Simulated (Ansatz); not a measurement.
## A relaxation, step by step

AlBSiH$_{3}$F (SMILES [F][Al]1[BH][SiH2]1), singlet, CAM-B3LYP-D4/def2-SVP (Ansatz 0.2.0). Settings:

```yaml
hamiltonian: {xc: {name: CAM-B3LYP}, dispersion: d4}
relax: {f_tol: 0.2, max_steps: 80, max_displacement: 0.5}
```

Start (the SMILES describes the start alone):

```
7
angstrom
F -0.1199 -2.6669 1.1315
Al 0.2353 -1.1402 0.9866
B 1.0945 0.5341 0.3430
Si -0.3823 0.9313 -0.5951
H 2.0464 0.2071 -0.3082
H -1.3902 1.6909 0.1451
H -1.2433 0.7234 -1.6907
```

```tsv
step	energy less the last (meV)	largest force component (eV/Å)
1	1664.1	3.751
2	639.4	1.397
3	460.6	1.371
4	332.0	0.568
5	317.7	1.628
6 (rejected trial)	501.7	2.793
7	165.8	0.309
8	128.7	0.203
9	126.1	0.202
10 (rejected trial)	163.9	0.785
11	111.4	0.217
12	107.8	0.179
13	67.0	0.333
14 (rejected trial)	156.1	0.773
15	27.4	0.135
16 (rejected trial)	147.5	1.082
17	0.0	0.109
```

Step 2, positions (Å) and forces (eV/Å):

| atom | x | y | z | Fx | Fy | Fz |
| --- | --- | --- | --- | --- | --- | --- |
| F1 | -0.124 | -2.599 | 1.284 | -0.375 | -1.342 | 0.423 |
| Al2 | 0.301 | -1.064 | 1.031 | 0.422 | 1.397 | -0.198 |
| B3 | 1.151 | 0.534 | 0.258 | 0.378 | -0.298 | -0.096 |
| Si4 | -0.513 | 0.903 | -0.498 | -1.005 | 0.364 | -1.334 |
| H5 | 2.036 | 0.039 | -0.422 | -0.206 | 0.089 | 0.023 |
| H6 | -1.612 | 1.467 | 0.376 | 0.163 | -0.373 | -0.191 |
| H7 | -1.000 | 1.000 | -2.017 | 0.623 | 0.163 | 1.374 |

Step 7, positions (Å) and forces (eV/Å):

| atom | x | y | z | Fx | Fy | Fz |
| --- | --- | --- | --- | --- | --- | --- |
| F1 | -0.282 | -2.422 | 1.888 | -0.068 | -0.059 | 0.083 |
| Al2 | 0.384 | -1.171 | 1.050 | -0.037 | 0.050 | 0.015 |
| B3 | 1.090 | 0.269 | -0.100 | 0.309 | -0.206 | -0.124 |
| Si4 | -0.528 | 0.961 | -0.651 | 0.023 | -0.059 | -0.006 |
| H5 | 2.197 | 0.090 | -0.560 | -0.296 | 0.250 | 0.016 |
| H6 | -1.738 | 0.734 | 0.203 | 0.041 | 0.002 | -0.045 |
| H7 | -0.883 | 1.819 | -1.818 | 0.029 | 0.022 | 0.061 |

Step 13, positions (Å) and forces (eV/Å):

```tsv
atom	x	y	z	Fx	Fy	Fz
F1	-0.651	-2.015	1.904	0.024	-0.108	0.073
Al2	0.279	-1.111	0.886	-0.232	0.119	-0.046
B3	1.220	0.092	-0.360	-0.054	-0.030	0.030
Si4	-0.431	0.885	-0.589	-0.126	0.181	-0.094
H5	2.349	0.235	-0.706	0.133	0.048	-0.065
H6	-1.502	0.139	0.214	0.207	0.124	-0.119
H7	-1.023	2.055	-1.336	0.049	-0.333	0.219
```

Last step (17):

```json
{"atom": "F1", "x (Å)": "-0.6663", "y (Å)": "-2.0553", "z (Å)": "1.8526"}
{"atom": "Al2", "x (Å)": "0.1130", "y (Å)": "-1.0288", "z (Å)": "0.8155"}
{"atom": "B3", "x (Å)": "1.2713", "y (Å)": "0.0774", "z (Å)": "-0.3590"}
{"atom": "Si4", "x (Å)": "-0.3565", "y (Å)": "0.9259", "z (Å)": "-0.6127"}
{"atom": "H5", "x (Å)": "2.4018", "y (Å)": "0.2103", "z (Å)": "-0.7192"}
{"atom": "H6", "x (Å)": "-1.3555", "y (Å)": "0.1402", "z (Å)": "0.2815"}
{"atom": "H7", "x (Å)": "-1.1674", "y (Å)": "2.0098", "z (Å)": "-1.2465"}
```

Hardware: 2 CPU threads of an Intel Xeon, shared host. Wall time about 3.4 min.
